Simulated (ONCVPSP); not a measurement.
## Potentials for Ga compared

Generated with ld1.x 7.5 (TM, RRKJ, ultrasoft, PAW), atompaw 4.2 or ONCVPSP 4.0.1. The cutoff is in Ry: for ld1.x and atompaw files where the sum of valence levels is converged to 10 mRy in a Bessel basis, for ONCV files where the hardest occupied wave has 1 mHa per electron of residual kinetic energy. The error is the largest all-electron minus pseudo excitation energy over each file’s own four to seven test configurations (ionisations up to +4, promotions, holes and added fractions of an electron), all of which were solved. The labels leave out finer settings (local radius, basis sizes, second energies), which also bear on the numbers. Spin-polarised tests are not counted. The rows are a selection from randomly drawn settings: files with unsolved tests, undetermined cutoffs or missed reference levels are left out.

A true bound ghost makes a file unfit for plane-wave use even where its test errors are small: the radial tests pick states by their node count and pass the ghost by.

| potential | cutoff (Ry) | largest error (meV) | bound ghosts |
| --- | --- | --- | --- |
| ONCV, PBE, scalar-relativistic, rc 2.00/2.30 (sp), local s, core correction yes, reference 4s2 4p1, qcut 4.2/3.1, projectors 0/1 | 14 | -65 | none |
| ONCV, PBE, scalar-relativistic, rc 1.50/2.30 (sp), local smoothed, core correction no, reference 4s2 4p1, qcut 3.4/3.7, projectors 2/1 | 22 | +94 | none |
| ONCV, PBE, scalar-relativistic, rc 1.45/2.75/2.95 (spd), local s, core correction no, reference 4s2 4p1, qcut 5.3/3.5/3, projectors 0/3/2 | 15 | +47 | none |
| ONCV, PBE, scalar-relativistic, rc 2.10/2.30 (sp), local s, core correction yes, reference 4s2 4p1, qcut 3.6/3, projectors 0/2 | 11 | -177 | none |

**Question.** Fill in the row for Ga: ONCV, PBE, scalar-relativistic, rc 1.70/2.35 (sp), local smoothed, core correction no, reference 4s2 4p1, qcut 3.1/4, projectors 2/3.

**Answer.** cutoff 39 Ry, largest error +91 meV, bound ghosts: none.

**Question.** Fill in the row for Ga: ONCV, BLYP, scalar-relativistic, rc 1.75/2.30 (sp), local s, core correction no, reference 4s2 4p1, qcut 3.2/3.7, projectors 0/2.

**Answer.** cutoff 30 Ry, largest error +182 meV, bound ghosts: p.
